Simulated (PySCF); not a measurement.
Simulated C 1s region for `C[C@H](CF)OC(C)(C)F`, binding energy against the vacuum level.

Every computed line was given a Gaussian of 0.7 eV full width at half maximum and an area set by the number of equivalent atoms; the highest printed point is 100. Theory: delta-SCF UKS SCAN, pcX-2 on the ionised atom, pcseg-1 elsewhere, spin-free X2C in PySCF.

(binding energy (eV), intensity): (289.7, 0), (289.8, 0), (289.9, 1), (290.0, 2), (290.1, 5), (290.2, 11), (290.3, 20), (290.4, 33), (290.5, 50), (290.6, 69), (290.7, 86), (290.8, 97), (290.9, 100), (291.0, 93), (291.1, 79), (291.2, 60), (291.3, 42), (291.4, 26), (291.5, 16), (291.6, 10), (291.7, 10), (291.8, 13), (291.9, 19), (292.0, 26), (292.1, 33), (292.2, 39), (292.3, 43), (292.4, 44), (292.5, 44), (292.6, 44), (292.7, 44), (292.8, 42), (292.9, 38), (293.0, 32), (293.1, 24), (293.2, 17), (293.3, 10), (293.4, 6), (293.5, 3), (293.6, 2), (293.7, 3), (293.8, 5), (293.9, 8), (294.0, 14), (294.1, 21), (294.2, 28), (294.3, 33), (294.4, 36), (294.5, 34), (294.6, 29), (294.7, 22), (294.8, 15), (294.9, 9), (295.0, 5), (295.1, 2), (295.2, 1), (295.3, 0), (295.4, 0)

Count the maxima, the lines and the sites behind this envelope.

The curve has 3 maxima (at 290.9, 292.5 and 294.4 eV). Under it lie 6 lines from 6 inequivalent carbon sites. At this width some lines have no maximum of their own.

Decompose the envelope and assign each component. Numbering: `[CH3:1][C@H:2]([CH2:3][F:4])[O:5][C:6]([CH3:7])([CH3:8])[F:9]`.

```tsv
position (eV)	relative area	line	atoms	environment
290.72	1	C 1s	C1	methyl carbon
290.92	1	C 1s	C8	methyl carbon
290.98	1	C 1s	C7	methyl carbon
292.25	1	C 1s	C2	sp3 carbon bound to oxygen
292.83	1	C 1s	C3	sp3 C–F carbon
294.41	1	C 1s	C6	sp3 C–F carbon
```

What are the centre and the root-mean-square width of the whole band?

The area-weighted mean of the lines is 292.02 eV. Their own spread about it is 1.32 eV (rms) and each Gaussian has σ = 0.7/2.355 = 0.30 eV; the variances add, which gives 1.35 eV.

Lowest listed C 1s: C1, bonded to C and 3 H. Highest, 3.69 eV above it: C6, bonded to F, O and 2 C. The widest gap between neighbouring values is 1.58 eV, between 292.83 and 294.41 eV.

No satellites, vibrations or lifetime broadening are included. One conformer (not necessarily the lowest) at the PBE0-D3(BJ)/def2-SVP geometry, without solvent, vibrations or thermal averaging.

Conformer computed: `[CH3:1][C@H:2]([CH2:3][F:4])[O:5][C:6]([CH3:7])([CH3:8])[F:9]`: C1–C2–C3–F4 59°, C1–C2–O5–C6 -127°, C2–O5–C6–C7 65°.
